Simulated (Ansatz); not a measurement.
Ansatz results at the PBE0-D4/def2-TZVP geometry: LUMO energy (PBE/def2-TZVPP) -2.79 eV; LUMO energy (ωB97M-V/def2-TZVPP) -0.53 eV; zero-point energy (PBE0-D4/def2-TZVP) 100.4 kJ/mol.

(1) Which molecule gave them?
A. `F[SiH]1C[S][GeH2]1`
B. `[SiH2]1[SiH2][Se]1`
C. `F[C]1([InH2])C=N1`
D. `COC(C)S`

## Answers

(1) C. The others give `COC(C)S`: -0.41, 2.35, 283.2; `[SiH2]1[SiH2][Se]1`: -1.33, 1.21, 92.3; `F[SiH]1C[S][GeH2]1`: -1.37, 1.23, 149.5.
